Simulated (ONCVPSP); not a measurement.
Potentials for chlorine (Cl) compared

Generated with ld1.x 7.5 (TM, RRKJ, ultrasoft, PAW), atompaw 4.2 or ONCVPSP 4.0.1. The cutoff is in Ry: for ld1.x and atompaw files where the sum of valence levels is converged to 10 mRy in a Bessel basis, for ONCV files where the hardest occupied wave has 1 mHa per electron of residual kinetic energy. The error is the largest all-electron minus pseudo excitation energy over each file’s own four to seven test configurations (ionisations up to +4, promotions, holes and added fractions of an electron), all of which were solved. The labels leave out finer settings (local radius, basis sizes, second energies), which also bear on the numbers. Spin-polarised tests are not counted. The rows are a selection from randomly drawn settings: files with unsolved tests, undetermined cutoffs or missed reference levels are left out.

A true bound ghost makes a file unfit for plane-wave use even where its test errors are small: the radial tests pick states by their node count and pass the ghost by.

| potential | cutoff (Ry) | largest error (meV) | bound ghosts |
| --- | --- | --- | --- |
| ONCV, PBE, scalar-relativistic, rc 1.35/1.00/1.35 (spd), local smoothed, core correction no, reference 3s2 3p3, qcut 3.9/9.3/8.3, projectors 2/2/2 | 220 | +16 | p |
| ONCV, PBE, scalar-relativistic, rc 0.90/1.35/0.90 (spd), local d, core correction yes, reference 3s2 3p3, qcut 6.9/6.7/11.3, projectors 2/2/0 | 376 | +18 | s |
| ONCV, PBE, scalar-relativistic, rc 1.40/1.25 (sp), local smoothed, core correction yes, reference 3s2 3p5, qcut 5.6/7.1, projectors 2/2 | 30 | +54 | none |
| ONCV, PBE, fully relativistic, rc 1.40/1.15 (sp), local p, core correction no, reference 3s2 3p5, qcut 5/8, projectors 2/0 | 30 | +67 | none |
| ONCV, LDA (Perdew-Wang 92), scalar-relativistic, rc 0.85/0.85/0.80 (spd), local smoothed, core correction yes, reference 2s2 2p6 3s2 3p5, qcut 11.1/17.7/12.2, projectors 2/2/3 | 246 | -737 | none |
| ONCV, PBE, scalar-relativistic, rc 1.25/1.30/1.30 (spd), local smoothed, core correction yes, reference 3s2 3p4.5, qcut 4.1/6.6/6.4, projectors 2/1/2 | 170 | +147 | none |

Task: Fill in the row for Cl: ONCV, PBE, scalar-relativistic, rc 1.05/1.05 (sp), local p, core correction no, reference 3s2 3p5, qcut 4.9/6.7, projectors 2/0.

Result: cutoff 165 Ry, largest error +51 meV, bound ghosts: s.
